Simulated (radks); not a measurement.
The potassium ion K3+, configuration [Ne] 3s2 3p4.

Method: Dirac Kohn-Sham, LDA (Slater exchange, Perdew-Wang correlation), spin-unpolarised, spherical densities, finite nucleus; open shells fill j = l - 1/2 first; Fermi nuclear charge, rms radius 3.4349 fm; computed with a radial shooting solver on a logarithmic mesh with Libxc functionals.

Energy parts (hartree):
total: -597.50543
kinetic: 601.35682
electron-nucleus: -1400.86759
Hartree: 232.59440
exchange-correlation: -30.58905

Orbitals (lengths in bohr, moments of r in powers of bohr; r(90%) holds 90 % of the orbital's charge):
[
 {"orbital": "1s1/2", "occ.": "2", "eigenvalue (hartree)": "-130.6436", "<r>": "0.08124", "<r^2>": "0.008876", "<1/r>": "18.67", "r(90%)": "0.145"},
 {"orbital": "2s1/2", "occ.": "2", "eigenvalue (hartree)": "-14.50191", "<r>": "0.3883", "<r^2>": "0.1788", "<1/r>": "3.799", "r(90%)": "0.606"},
 {"orbital": "2p1/2", "occ.": "2", "eigenvalue (hartree)": "-11.92555", "<r>": "0.3488", "<r^2>": "0.1509", "<1/r>": "3.729", "r(90%)": "0.577"},
 {"orbital": "2p3/2", "occ.": "4", "eigenvalue (hartree)": "-11.81912", "<r>": "0.3512", "<r^2>": "0.1529", "<1/r>": "3.693", "r(90%)": "0.581"},
 {"orbital": "3s1/2", "occ.": "2", "eigenvalue (hartree)": "-2.65431", "<r>": "1.202", "<r^2>": "1.659", "<1/r>": "1.165", "r(90%)": "1.79"},
 {"orbital": "3p1/2", "occ.": "2", "eigenvalue (hartree)": "-2.02261", "<r>": "1.289", "<r^2>": "1.937", "<1/r>": "1.060", "r(90%)": "1.96"},
 {"orbital": "3p3/2", "occ.": "2", "eigenvalue (hartree)": "-2.01033", "<r>": "1.295", "<r^2>": "1.955", "<1/r>": "1.054", "r(90%)": "1.97"},
 {"orbital": "3d3/2", "occ.": "0", "eigenvalue (hartree)": "-1.08769", "<r>": "1.544", "<r^2>": "2.884", "<1/r>": "0.8121", "r(90%)": "2.49"},
 {"orbital": "3d5/2", "occ.": "0", "eigenvalue (hartree)": "-1.08677", "<r>": "1.545", "<r^2>": "2.889", "<1/r>": "0.8111", "r(90%)": "2.50"},
 {"orbital": "4s1/2", "occ.": "0", "eigenvalue (hartree)": "-0.83265", "<r>": "2.942", "<r^2>": "9.749", "<1/r>": "0.4633", "r(90%)": "4.23"}
]

The highest occupied level is 3p3/2 at -54.704 eV. The electron density at the nucleus is 5160 e/bohr^3. Summed over all electrons, <r^2> = 12.39 bohr^2, which gives a Langevin (diamagnetic) susceptibility term of -9.81 x 10^-6 cm^3/mol. The density falls to 0.001 e/bohr^3 at r = 2.89 bohr. For comparison, the ionisation energy in NIST's Atomic Spectra Database is 60.92 eV (semi-empirical). In exact Kohn-Sham theory the highest level is minus the ionisation energy, but local and semilocal functionals leave it too shallow, through self-interaction and a potential that decays too fast; potentials with the right tail come closer.

Beside tabulated values, note that spin-unpolarised runs miss the spin-polarisation part of the exchange energy of open shells.
